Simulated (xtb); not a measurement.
xtb input (GFN2-xTB):

```bash
xtb mol.xyz --gfn 2 --sp --chrg 1 --uhf 0
```
mol.xyz:
```
7

Ge     0.29643492    -0.04521295    -0.07129176
O     -0.81348466    -0.79472757    -1.26412745
O     -0.13054909     1.69537930    -0.00366124
O     -0.13334427    -0.73632748     1.52689508
H     -0.86295537    -1.75435108    -1.17663591
H     -0.20391023     2.09617636    -0.87828073
H      0.19997246    -0.20960468     2.26340200
```

End of the output:

```
         :::::::::::::::::::::::::::::::::::::::::::::::::::::
         ::                     SUMMARY                     ::
         :::::::::::::::::::::::::::::::::::::::::::::::::::::
         :: total energy             -15.207226601265 Eh    ::
         :: gradient norm              0.103647047765 Eh/a0 ::
         :: HOMO-LUMO gap              2.598318189630 eV    ::
         ::.................................................::
         :: SCC energy               -15.263590468896 Eh    ::
         :: -> isotropic ES            0.110918097652 Eh    ::
         :: -> anisotropic ES         -0.006360353232 Eh    ::
         :: -> anisotropic XC         -0.000345996627 Eh    ::
         :: -> dispersion             -0.002524235647 Eh    ::
         :: repulsion energy           0.056363867631 Eh    ::
         :: add. restraining           0.000000000000 Eh    ::
         :: total charge               1.000000000000 e     ::
         :::::::::::::::::::::::::::::::::::::::::::::::::::::

           -------------------------------------------------
          |                Property Printout                |
           -------------------------------------------------

    * Orbital Energies and Occupations

         #    Occupation            Energy/Eh            Energy/eV
      -------------------------------------------------------------
         1        2.0000           -0.9799053             -26.6646
         2        2.0000           -0.9254583             -25.1830
         3        2.0000           -0.9254583             -25.1830
         4        2.0000           -0.8879001             -24.1610
         5        2.0000           -0.8179856             -22.2585
         6        2.0000           -0.8179856             -22.2585
         7        2.0000           -0.7803806             -21.2352
         8        2.0000           -0.7459384             -20.2980
         9        2.0000           -0.7458562             -20.2958
        10        2.0000           -0.7458562             -20.2958
        11        2.0000           -0.7248651             -19.7246
        12        2.0000           -0.7248651             -19.7246 (HOMO)
Note: The following floating-point exceptions are signalling: IEEE_UNDERFLOW_FLAG IEEE_DENORMAL
normal termination of xtb
        13                         -0.6293787             -17.1263 (LUMO)
        14                         -0.3414583              -9.2916
        15                         -0.3414583              -9.2916
        16                         -0.3026209              -8.2347
        17                         -0.1927265              -5.2444
        18                         -0.1485811              -4.0431
        19                         -0.1485811              -4.0431
        20                         -0.0569688              -1.5502
        21                         -0.0569688              -1.5502
        22                          0.0697872               1.8990
        23                          0.4504962              12.2586
        24                          0.4504963              12.2586
      -------------------------------------------------------------
                  HL-Gap            0.0954864 Eh            2.5983 eV
             Fermi-level           -0.6771219 Eh          -18.4254 eV

     #   Z          covCN         q      C6AA      α(0)
     1  32 Ge       2.344     0.534   221.565    29.965
     2   8 O        1.582    -0.263    18.411     5.790
     3   8 O        1.582    -0.263    18.411     5.790
     4   8 O        1.582    -0.263    18.411     5.790
     5   1 H        0.809     0.418     0.452     1.056
     6   1 H        0.809     0.418     0.452     1.056
     7   1 H        0.809     0.418     0.452     1.056

 Mol. C6AA /au·bohr⁶  :        856.879819
 Mol. C8AA /au·bohr⁸  :      41897.436941
 Mol. α(0) /au        :         50.504211

Wiberg/Mayer (AO) data.
largest (>0.10) Wiberg bond orders for each atom

 ---------------------------------------------------------------------------
     #   Z sym  total        # sym  WBO       # sym  WBO       # sym  WBO
 ---------------------------------------------------------------------------
     1  32 Ge   3.878 --     3 O    1.270     4 O    1.270     2 O    1.270
     2   8 O    2.405 --     1 Ge   1.270     5 H    0.797     3 O    0.166
                             4 O    0.166
     3   8 O    2.405 --     1 Ge   1.270     6 H    0.797     4 O    0.166
                             2 O    0.166
     4   8 O    2.405 --     1 Ge   1.270     7 H    0.797     3 O    0.166
                             2 O    0.166
     5   1 H    0.825 --     2 O    0.797
     6   1 H    0.825 --     3 O    0.797
     7   1 H    0.825 --     4 O    0.797
 ---------------------------------------------------------------------------

Topologies differ in total number of bonds
Writing topology from bond orders to xtbtopo.mol

molecular dipole:
                 x           y           z       tot (Debye)
 q only:        0.150      -0.023      -0.036
   full:        1.120      -0.171      -0.269       2.959
molecular quadrupole (traceless):
                xx          xy          yy          xz          yz          zz
 q only:       -6.557       1.564       3.456       2.466      -0.376       3.101
  q+dip:       -5.765       1.375       3.039       2.168      -0.331       2.727
   full:       -4.351       1.037       2.293       1.636      -0.250       2.058

           -------------------------------------------------
          | TOTAL ENERGY              -15.207226601265 Eh   |
          | GRADIENT NORM               0.103647047765 Eh/α |
          | HOMO-LUMO GAP               2.598318189630 eV   |
           -------------------------------------------------

------------------------------------------------------------------------
------------------------------------------------------------------------
 total:
 SCF:
```

This state (charge 1, singlet) is run at the relaxed geometry of the species with charge 0 and multiplicity 2.
